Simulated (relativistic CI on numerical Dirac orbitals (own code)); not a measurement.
## Ligand-field terms of d5

Computed with a parametric ligand-field model of a d^n configuration (Racah B and C, spin-orbit zeta, crystal field), exact diagonalisation.

Field parameters in Wybourne normalisation: Oh B⁴₀ = 21Dq, B⁴₄ = √(5/14) B⁴₀. The field is a parameter set, without covalency.

Ground term and bands for B = 990, C = 3990, ζ = 0 cm⁻¹, Oh, 10Dq = 28710 cm⁻¹?

Ground term 2T2 with 0.06 electrons in the two orbitals of the cubic e set. Spin-allowed: 2A2 24041 cm⁻¹ (416 nm), 2T1 24396 cm⁻¹ (410 nm), 2T2 26751 cm⁻¹ (374 nm), 2E 28980 cm⁻¹ (345 nm). Lowest spin-forbidden: 6A1 5557 cm⁻¹ (1800 nm), 4T1 10048 cm⁻¹ (995 nm), 4T2 17174 cm⁻¹ (582 nm).

Ground term and bands for B = 990, C = 3990, ζ = 0 cm⁻¹, Oh, 10Dq = 34650 cm⁻¹?

Ground term 2T2 with 0.05 electrons in the two orbitals of the cubic e set. Spin-allowed: 2A2 29755 cm⁻¹ (336 nm), 2T1 30110 cm⁻¹ (332 nm), 2T2 32618 cm⁻¹ (307 nm), 2E 34837 cm⁻¹ (287 nm). Lowest spin-forbidden: 4T1 15754 cm⁻¹ (635 nm), 6A1 17119 cm⁻¹ (584 nm), 4T2 23061 cm⁻¹ (434 nm).

Ground term and bands for B = 990, C = 3990, ζ = 0 cm⁻¹, Oh, 10Dq = 16830 cm⁻¹?

Ground term 6A1 with 2.00 electrons in the two orbitals of the cubic e set. Spin-allowed: none. Lowest spin-forbidden: 4T1 16092 cm⁻¹ (621 nm), 2T2 17240 cm⁻¹ (580 nm), 4T2 22339 cm⁻¹ (448 nm). A high-spin d5 ion has no spin-allowed d-d band, hence its pale colour.

Ground term and bands for B = 990, C = 3990, ζ = 0 cm⁻¹, Oh, 10Dq = 6930 cm⁻¹?

Ground term 6A1 with 2.00 electrons in the two orbitals of the cubic e set. Spin-allowed: none. Lowest spin-forbidden: 4T1 25396 cm⁻¹ (394 nm), 4T2 28683 cm⁻¹ (349 nm), 4A1+E 29850 cm⁻¹ (335 nm). A high-spin d5 ion has no spin-allowed d-d band, hence its pale colour.

Ground term and bands for B = 990, C = 3990, ζ = 0 cm⁻¹, Oh, 10Dq = 18810 cm⁻¹?

Ground term 6A1 with 2.00 electrons in the two orbitals of the cubic e set. Spin-allowed: none. Lowest spin-forbidden: 2T2 13486 cm⁻¹ (742 nm), 4T1 14175 cm⁻¹ (705 nm), 4T2 20662 cm⁻¹ (484 nm). A high-spin d5 ion has no spin-allowed d-d band, hence its pale colour.
